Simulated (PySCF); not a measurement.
PySCF input (HF/def2-TZVPD):

```python
from pyscf import gto, scf, dft

mol = gto.M(
    atom='''
    B     1.41155008    0.04231888   -0.16385306
    O     0.06571223    0.41031435    0.11165855
    C    -1.16694541   -0.45831144    0.01179638
    H     1.55692687   -1.07242527   -0.50764320
    H     2.19013816    0.91056289   -0.00741720
    H    -0.80143997   -1.42434030   -0.31603117
    H    -1.59823926   -0.49286798    1.00667723
    H    -1.81394576    0.01188677   -0.72121156
    H    -0.11521579    1.32294340    0.40084452
    ''',
    basis='def2-tzvpd',
    charge=1,
    spin=0,
    verbose=4,
)

mf = scf.RHF(mol).density_fit(auxbasis='def2-universal-jkfit')
mf.conv_tol = 1e-9
mf.max_cycle = 100
mf.max_memory = 1500
mf.kernel()
if not mf.converged:
    mf = mf.newton()
    mf.kernel(mf.make_rdm1())
mf.analyze()
```

End of the output:

```
Extra cycle  E= -140.708403699354  delta_E= -2.78e-11  |g|= 2.73e-06  |ddm|= 2.12e-05
converged SCF energy = -140.708403699354
**** SCF Summaries ****
Total Energy =                        -140.708403699354392
Nuclear Repulsion Energy =              75.744945368495053
One-electron Energy =                 -334.258394630345094
Two-electron Energy =                  117.805045562495636
Two-electron Coulomb Energy =          137.043531466812254
DFT Exchange-Correlation Energy =      -19.238485904316619
HOMO-LUMO gap [eV] =                    16.726928938233996
**** MO energy ****
MO #1   energy= -20.9152735196538  occ= 2
MO #2   energy= -11.5272014863324  occ= 2
MO #3   energy= -7.873173387318    occ= 2
MO #4   energy= -1.71109440624727  occ= 2
MO #5   energy= -1.21225968136979  occ= 2
MO #6   energy= -1.08347807582949  occ= 2
MO #7   energy= -0.950401964684495 occ= 2
MO #8   energy= -0.91619589895345  occ= 2
MO #9   energy= -0.82420046084079  occ= 2
MO #10  energy= -0.807539781261992 occ= 2
MO #11  energy= -0.775407514046435 occ= 2
MO #12  energy= -0.727927779450972 occ= 2
MO #13  energy= -0.113224473785472 occ= 0
MO #14  energy= -0.112607893129033 occ= 0
MO #15  energy= -0.0701271303632403 occ= 0
MO #16  energy= -0.0565541024611899 occ= 0
MO #17  energy= -0.0386888192729743 occ= 0
MO #18  energy= -0.0309964030829352 occ= 0
MO #19  energy= -0.021044733364679 occ= 0
MO #20  energy= -0.010868162774077 occ= 0
MO #21  energy= 0.00198922957038704 occ= 0
MO #22  energy= 0.0303168226388031 occ= 0
MO #23  energy= 0.0362463771107647 occ= 0
MO #24  energy= 0.0423829136660987 occ= 0
MO #25  energy= 0.0516872738005546 occ= 0
MO #26  energy= 0.0620337914922467 occ= 0
MO #27  energy= 0.065562320034527  occ= 0
MO #28  energy= 0.0849121714682854 occ= 0
MO #29  energy= 0.0862001550666264 occ= 0
MO #30  energy= 0.0894596186572088 occ= 0
MO #31  energy= 0.118751169355468  occ= 0
MO #32  energy= 0.138073210866096  occ= 0
MO #33  energy= 0.138588925372977  occ= 0
MO #34  energy= 0.143430776030625  occ= 0
MO #35  energy= 0.161260304732434  occ= 0
MO #36  energy= 0.170508923875194  occ= 0
MO #37  energy= 0.178049972702906  occ= 0
MO #38  energy= 0.187182100325713  occ= 0
MO #39  energy= 0.195480051201107  occ= 0
MO #40  energy= 0.197020150120835  occ= 0
MO #41  energy= 0.212454174490786  occ= 0
MO #42  energy= 0.216841858527529  occ= 0
MO #43  energy= 0.233564131613847  occ= 0
MO #44  energy= 0.241810891422414  occ= 0
MO #45  energy= 0.243550476348832  occ= 0
MO #46  energy= 0.250198200528029  occ= 0
MO #47  energy= 0.266092332732873  occ= 0
MO #48  energy= 0.27644480452304   occ= 0
MO #49  energy= 0.288426250296801  occ= 0
MO #50  energy= 0.307663255904051  occ= 0
MO #51  energy= 0.308023680678836  occ= 0
MO #52  energy= 0.312218869378994  occ= 0
MO #53  energy= 0.326035443129325  occ= 0
MO #54  energy= 0.339964566724878  occ= 0
MO #55  energy= 0.343106372048587  occ= 0
MO #56  energy= 0.358748143421635  occ= 0
MO #57  energy= 0.393235155522213  occ= 0
MO #58  energy= 0.416604885482539  occ= 0
MO #59  energy= 0.417270633289179  occ= 0
MO #60  energy= 0.440176932537146  occ= 0
MO #61  energy= 0.440298942844017  occ= 0
MO #62  energy= 0.46169159452692   occ= 0
MO #63  energy= 0.470394552041868  occ= 0
MO #64  energy= 0.495958577252068  occ= 0
MO #65  energy= 0.526803533182427  occ= 0
MO #66  energy= 0.560221983103932  occ= 0
MO #67  energy= 0.565228461236092  occ= 0
MO #68  energy= 0.582602112086971  occ= 0
MO #69  energy= 0.618794808563734  occ= 0
MO #70  energy= 0.655253640584209  occ= 0
MO #71  energy= 0.674929148147188  occ= 0
MO #72  energy= 0.685473361459331  occ= 0
MO #73  energy= 0.700171429570147  occ= 0
MO #74  energy= 0.711313384831957  occ= 0
MO #75  energy= 0.737941522717545  occ= 0
MO #76  energy= 0.771901399984557  occ= 0
MO #77  energy= 0.813790327272637  occ= 0
MO #78  energy= 0.818110029791164  occ= 0
MO #79  energy= 0.883070366349401  occ= 0
MO #80  energy= 0.958233724398703  occ= 0
MO #81  energy= 1.00572954497716   occ= 0
MO #82  energy= 1.00701937094657   occ= 0
MO #83  energy= 1.01633894457488   occ= 0
MO #84  energy= 1.03638637858949   occ= 0
MO #85  energy= 1.05091176994238   occ= 0
MO #86  energy= 1.11495242275389   occ= 0
MO #87  energy= 1.16527752730914   occ= 0
MO #88  energy= 1.16836291128294   occ= 0
MO #89  energy= 1.16986562569088   occ= 0
MO #90  energy= 1.22576448600947   occ= 0
MO #91  energy= 1.33804870175024   occ= 0
MO #92  energy= 1.44443084910798   occ= 0
MO #93  energy= 1.5351624525303    occ= 0
MO #94  energy= 1.59789761733625   occ= 0
MO #95  energy= 1.61574645234182   occ= 0
MO #96  energy= 1.63829374749181   occ= 0
MO #97  energy= 1.64370142860869   occ= 0
MO #98  energy= 1.72689388417458   occ= 0
MO #99  energy= 1.77329480091955   occ= 0
MO #100 energy= 1.77595163887413   occ= 0
MO #101 energy= 1.85358969492744   occ= 0
MO #102 energy= 1.87378985858934   occ= 0
MO #103 energy= 1.88462136512895   occ= 0
MO #104 energy= 1.917886259666     occ= 0
MO #105 energy= 1.94249712157664   occ= 0
MO #106 energy= 1.96444656593321   occ= 0
MO #107 energy= 1.99129202943507   occ= 0
[...]
```

It need not be the lowest isomer of its formula.
